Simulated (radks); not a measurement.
Task: All-electron atom: Pb I in [Xe] 4f14 5d10 6p(up 1, down 1) 6s(up 1, down 1) (spins set by hand, not the high-spin state). Calculated with a radial shooting solver on a logarithmic mesh with Libxc functionals: scalar-relativistic Kohn-Sham, r2SCAN, spin-polarised, spherical densities, finite nucleus; meta-GGA in the generalised Kohn-Sham scheme; Fermi nuclear charge, rms radius 5.5012 fm. Some entries of the table are withheld. Estimate them.

| orbital | occ. | eigenvalue (hartree) | <r> (bohr) |
|---|---|---|---|
| 1s | 2 | -3240.644 | 0.01606 |
| 2s | 2 | -580.7568 | 0.06760 |
| 2p | 6 | -498.2001 | 0.06144 |
| 3s | 2 | -139.8527 | 0.1744 |
| 3p | 6 | -116.0780 | (1) |
| 3d | 10 | (2) | 0.1600 |
| 4s | 2 | -31.92479 | 0.3842 |
| 4p | 6 | -24.10016 | 0.4096 |
| 4d | 10 | -14.98524 | (3) |
| 5s | 2 | -5.40062 | (4) |
| 4f | 14 | -4.94120 | 0.4539 |
| 5p | 6 | (5) | 0.9788 |
| 5d | 10 | -0.80310 | 1.303 |
| 6s | 2 | -0.45643 | 2.328 |
| 6p | 2 | -0.12971 | 3.329 |

Result: 
(1) 3p <r> (bohr): 0.1764
(2) 3d eigenvalue (hartree): -91.74023
(3) 4d <r> (bohr): 0.4308
(4) 5s <r> (bohr): 0.8566
(5) 5p eigenvalue (hartree): -3.23756
